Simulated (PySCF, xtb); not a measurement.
CH5ClF2Si2, SMILES FC[Si@](F)([SiH3])Cl.

GFN2-xTB (xtb) at its own geometry gives an orbital gap of 4.50 eV and a dipole moment of 0.93 D.

Geometry: B3LYP-D3(BJ)/def2-SVP. The structure was generated by enumeration; whether it is a known compound was not checked. One conformer was computed; it need not be the lowest.

Task: What does PBE/def2-TZVP in PySCF give? (Estimate from the structure and the level; the computed values follow.)

Result: gap 5.62 eV (levels -7.04 and -1.42 eV), dipole 1.20 D.
